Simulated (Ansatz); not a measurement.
The cluster Li7Al3⁺, 10 atoms. Hardware: 4 threads of Arm Neoverse V1 on a shared host.

Correlated methods freeze 15 core orbitals; core or outer-core shells of Li are correlated, in sets that lack core-valence functions.

(1) How many basis functions does each of these Ansatz runs have, and roughly what does it cost? PBE0-D4/def2-SVP, charge 1 doublet, energy, from earlier orbitals; r2SCAN-D4/def2-TZVP, charge 1 doublet, energy, from earlier orbitals; PBE0-D4/def2-TZVP, charge 1 doublet, energy, from earlier orbitals; CCSD(T)/def2-SVP, charge 1 doublet, energy, from earlier orbitals; HF/def2-TZVP, charge 1 doublet, energy, from earlier orbitals; r2SCAN0-D4/def2-TZVP, charge 1 doublet, energy, from earlier orbitals; PBE-D4/def2-TZVP, charge 1 doublet, energy and forces, from earlier orbitals; MP2/def2-TZVP, charge 1 doublet, energy, from earlier orbitals; PBE0-D4/def2-SVP, charge 1 doublet, relaxation, 24 steps; LDA (SPW92)/def2-TZVP, charge 1 doublet, energy, from earlier orbitals; PBE-D4/def2-SVP, charge 1 doublet, energy with a search over starts; PBE-D4/def2-SVP, charge 1 doublet, energy, from earlier orbitals.

Results:

(1) Other jobs shared the machine, so times can vary by a factor of up to 3. A dash marks memory too small to be measured apart from the calling script's.

```tsv
run	functions	fitting or Cholesky vectors	wall time	peak host memory (GiB)
LDA (SPW92)/def2-TZVP, charge 1 doublet, energy, from earlier orbitals	209	1680	3.9 s	–
PBE-D4/def2-SVP, charge 1 doublet, energy, from earlier orbitals	117	1531	5.5 s	–
PBE-D4/def2-TZVP, charge 1 doublet, energy and forces, from earlier orbitals	209	1680	10 s	–
MP2/def2-TZVP, charge 1 doublet, energy, from earlier orbitals	209	1752	10 s	0.66
PBE0-D4/def2-SVP, charge 1 doublet, energy, from earlier orbitals	117	1377	11 s	–
HF/def2-TZVP, charge 1 doublet, energy, from earlier orbitals	209	1994	16 s	1.1
PBE-D4/def2-SVP, charge 1 doublet, energy with a search over starts	117	1531	23 s	–
PBE0-D4/def2-TZVP, charge 1 doublet, energy, from earlier orbitals	209	1740	27 s	1.2
CCSD(T)/def2-SVP, charge 1 doublet, energy, from earlier orbitals	117	1377	42 s	1.3
r2SCAN-D4/def2-TZVP, charge 1 doublet, energy, from earlier orbitals	209	1680	56 s	0.85
r2SCAN0-D4/def2-TZVP, charge 1 doublet, energy, from earlier orbitals	209	1740	63 s	1.4
PBE0-D4/def2-SVP, charge 1 doublet, relaxation, 24 steps	117	1512	2 min	–
```
